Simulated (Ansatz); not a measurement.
Conformers of C$_{2}$H$_{3}$ClFI, SMILES `FC(Cl)CI`, each relaxed with PBE0-D4/def2-TZVP in Ansatz. CBS adds the triple-zeta coupled-cluster correction to the MP2 limit.

Elements past krypton have def2 core potentials. Outer-core shells of I are correlated without core-valence functions. Spin–orbit coupling is left out.

Not all of them had a frequency check.

Conformer A:

Z-matrix (Å, degrees):
```
C
Cl 1 1.771
C 1 1.506 2 112.2
F 1 1.365 2 108.6 3 119.0
H 1 1.091 2 107.0 3 -124.2
I 3 2.126 1 112.2 2 -70.6
H 3 1.087 1 111.0 2 49.9
H 3 1.089 1 109.0 2 171.8
```

Conformer B:

```xyz
8

F    -0.918    0.309    1.452
C    -0.261    0.639    0.315
Cl    1.053    1.776    0.728
C     0.346   -0.573   -0.328
I    -1.168   -1.922   -1.003
H    -0.945    1.178   -0.341
H     0.925   -0.293   -1.204
H     0.968   -1.114    0.382
```

**Question.** Which is lowest in electronic energy at CCSD(T)/CBS (frozen core, def2 sets), and by how much? (Estimate.)

**Answer.** Ansatz gave: B; A lies 2.4 kJ/mol higher.

**Question.** Give the energies relative to B (kJ/mol) with PBE0-D4/def2-TZVPP, r2SCAN/def2-TZVPP, PBE0/def2-TZVPP, HF/def2-TZVPP, SCS-MP2/def2-TZVPP, HF/def2-QZVPP, MP2/CBS(def2). (Best estimate.)

**Answer.** Computed: 
```tsv
level	A
PBE0-D4/def2-TZVPP	3.9
r2SCAN/def2-TZVPP	5.2
PBE0/def2-TZVPP	4.6
HF/def2-TZVPP	5.7
SCS-MP2/def2-TZVPP	2.6
HF/def2-QZVPP	5.7
MP2/CBS(def2)	1.6
```
